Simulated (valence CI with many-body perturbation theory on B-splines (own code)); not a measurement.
**Te XLVI in brief**

Level of theory: relativistic CI+MBPT: five valence electrons over a frozen Dirac-Fock core [He], radial functions for each j: 9 s, 9 p, 8 d, 6 f, 3 g, 1 h, with the one-electron correlation potential Σ1 (screened to all orders), the two-electron term Σ2, the three-electron term Σ3, Breit, model QED; selected single and double excitations, second order for the rest, scaled by the run's own slope (own B-spline code, finite nucleus).

The last digits are not significant, and no measured levels were compared; by estimate large intervals hold to a few tenths of a per cent, small ones and those within an open d or f shell to about a per cent. Among the levels kept, up to 3700 cm⁻¹ of a level comes from second order outside the variational space, and about a tenth of that is noise between levels of different J, which matters for small intervals.

Levels are named by their leading jj configuration (3d3/2^4 stands for four electrons in 3d with j = 3/2), which in mixed levels can hold well under half, so a name can repeat and another be missing.

Rates and lifetimes use the calculated energies. Strong lines usually hold to 10 to 20 %, long lifetimes can be off by a factor of two.

Question: What is the ground level?

Answer: (2s^2 2p1/2^2 2p3/2) J=3/2, composition 46 % 2s2 2p3 2P° + 28 % 2s2 2p3 4S° + 26 % 2s2 2p3 2D°, g = 1.368.

Question: What are the static dipole polarisabilities of the lowest levels?

Answer: (2s^2 2p1/2^2 2p3/2) J=3/2 0.000451 (tensor 8.5e-05) bohr³, of which the core gives 1.08e-06.

Question: Where does the other parity begin?

Answer: At (2s 2p1/2^2 2p3/2^2) J=5/2, 477.3 eV.

Question: What is the ionisation energy?

Answer: 7713.9 eV; NIST lists 7714 ± 4 eV (theoretical).

Question: How well does LS coupling describe the low levels?

Answer: Among the lowest 20 levels the leading LS term, summed over configurations, holds 61 % on average. For single configurations the figures are 61 % in LS and 99 % in jj coupling. Terms mix most in the J = 3/2 level at 4374.9 eV, where the leading one holds 31 %.
